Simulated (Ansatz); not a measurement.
Coupled-cluster diagnostics for the cluster Nb₂S₆ (the lowest singlet isomer of a short search), Ansatz.

Geometry of the singlet (PBE-D4/def2-SVP):

Cartesian coordinates in Å:
```
Nb 2.025 0.764 -1.121
Nb -0.128 -0.109 0.016
S -1.956 -0.013 1.735
S -2.541 0.072 -0.301
S 0.181 0.535 -2.430
S 1.090 1.863 0.706
S 2.061 -1.365 -0.326
S -0.734 -1.746 1.721
```

In the def2 sets Nb takes a core potential; there is no spin–orbit coupling. Correlated methods freeze 30 core orbitals; core or outer-core shells of Nb are correlated, in sets that lack core-valence functions. The structure comes from a short search, and lower isomers may exist.

Task: Estimate the CCSD(T) correlation energy, the shares of MP2 and (T), T1 and the reference's ⟨S²⟩ for: charge 0, singlet, own geometry in def2-SVP; and the rough time on 4 threads of Arm Neoverse V1 on a shared host.

Result: 
```
                          state     basis  correlation (eV)  MP2 share (%)  (T) share (%)     T1  ⟨S²⟩ (pure)  wall time                  remarks
charge 0, singlet, own geometry  def2-SVP           -42.365           97.1            6.5  0.032  0.00 (0.00)      2 min  restricted SCF unstable
```
Customary marks for T1 are 0.02 (closed shells), 0.045 (open shells) and about 0.05 (3d metals). T1 exceeds 0.02 in 1 of 1 rows and 0.045 in 0; the higher it lies, the less the single-reference result can be trusted.
